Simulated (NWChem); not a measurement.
Species: SbF4, doublet; SMILES [F][Sb]([F])([F])[F]

In the optimisation the excess spin sits in a1 (C2v, its own frame). This spin state was assumed; another may lie lower. def2 effective core potentials on Sb; no spin-orbit coupling.

**Question.** Give the equilibrium geometry at PBE0/def2-SVP with def2 effective core potentials on Sb, spin-unrestricted (NWChem) as an XYZ file, with the point group.

**Answer.** point group C2v; any orientation.
```
5

Sb     0.0000     0.0000    -0.0867
F      1.4459     0.0000     1.1459
F     -1.4459     0.0000     1.1459
F      0.0000     1.9327    -0.3925
F      0.0000    -1.9327    -0.3925
```
